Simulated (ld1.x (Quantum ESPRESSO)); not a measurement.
Configuration tests for bismuth (ultrasoft)

bismuth (Bi), ultrasoft, made with ld1.x (Quantum ESPRESSO) 7.5 (PBE, fully relativistic). Core [Xe] 4f14, reference 5d10 6s2 6p3. Waves: 6s (bound): rcut 1.75, rcutus 2.00 bohr; 6s channel at -0.05 Ry: rcut 1.75, rcutus 2.00 bohr; 6p (bound): rcut 2.20, rcutus 2.60 bohr; 6p channel at 0.1 Ry: rcut 2.20, rcutus 2.60 bohr; 5d (bound): rcut 2.05, rcutus 2.30 bohr; 5d channel at -1.65 Ry: rcut 2.05, rcutus 2.30 bohr. Local part: all-electron potential smoothed inside 1.90 bohr (lloc = -1). Core correction: none. Augmentation charge: PSQ, inside the norm-conserving radii.

Open shells are filled in proportion to 2j + 1 (rel_dist='average').

Energies are relative to the spin-unpolarised reference configuration 5d10 6s2 6p3; without spin polarisation the order of configurations can differ from experiment. Not all tests gave a result: test run stopped at test 7 of 7 (negative rho).

```
valence configuration  charge  ΔE all-electron (eV)  error AE − PS (meV)
         5d10 6s2 6p2      +1                 8.059                 +0.1
         5d10 6s2 6p1      +2                23.484                 +0.9
         5d10 6s2 6p0      +3                47.046                 +6.5
         5d10 6s1 6p3      +1                18.648                 +3.3
       5d10 6s2 6p3.3    -0.3                -1.135                 +0.1
```

(1) What are ΔE and the potential's error for 5d10 6s2 6p2.5?

## Answers

(1) ΔE = 3.168 eV all-electron; the error (AE − PS) is 0.0 meV.
